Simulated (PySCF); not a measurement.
## Electron correlation in K⁺ (potassium, charge +1)

[Ar], closed-shell 1S. Computed with PySCF 2.14 in dyall-acv3z (25s18p7d3f, 135 functions), with scalar relativity by spin-free X2C-1e. Frozen: [Ne]; 8 electrons correlated; the 31 highest virtual orbitals of each spin left out.

MP2 pair energies summed by pair of shells (mhartree):

| pair | energy | share (%) |
| --- | --- | --- |
| 3p-3p | -166.73 | 74.3 |
| 3s-3p | -48.39 | 21.6 |
| 3s-3s | -9.40 | 4.2 |

Total MP2 correlation energy: -224.52 mhartree.

Same-spin part -56.15 and opposite-spin part -168.38 mhartree; SCS-MP2 scales them by 1/3 and 6/5 to -220.77 mhartree.
